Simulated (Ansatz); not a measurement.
C3H3F3O (`O=CCC(F)(F)F`), relaxed with RKS PBE0-D4/def2-TZVP in the Gaussian-basis code of Ansatz from a PBE-D4/def2-SVP geometry. The force threshold is 0.005 eV/Å; the program also tests the step.

Charge 0, multiplicity 1.

Start:

```xyz
10

O     0.689    1.620    1.147
C     0.481    1.381   -0.021
C    -0.036    0.065   -0.576
C    -0.311   -1.023    0.449
F    -0.769   -2.141   -0.173
F    -1.249   -0.642    1.340
F     0.803   -1.364    1.127
H     0.665    2.157   -0.826
H     0.696   -0.317   -1.320
H    -0.968    0.264   -1.148
```

Task: By how much does the energy fall, and how many steps does the optimiser take? (An estimate is asked.)

Result: Ansatz gave: 5.02 kJ/mol, in 4 steps, 1 of them rejected.

Task: Which bonds change most? (Best estimate.)

Result: Computed: C2–H8 from 1.133 to 1.111 Å; C3–H10 from 1.111 to 1.095 Å; C3–H9 from 1.111 to 1.095 Å; C4–F6 from 1.349 to 1.333 Å.

Task: Give the relaxed structure. (Best estimate.)

Result: Ansatz gave: 
```xyz
10

O     0.682    1.607    1.128
C     0.477    1.372   -0.026
C    -0.036    0.066   -0.576
C    -0.308   -1.011    0.445
F    -0.760   -2.117   -0.170
F    -1.237   -0.642    1.327
F     0.792   -1.354    1.116
H     0.662    2.136   -0.810
H     0.687   -0.316   -1.302
H    -0.959    0.260   -1.132
```
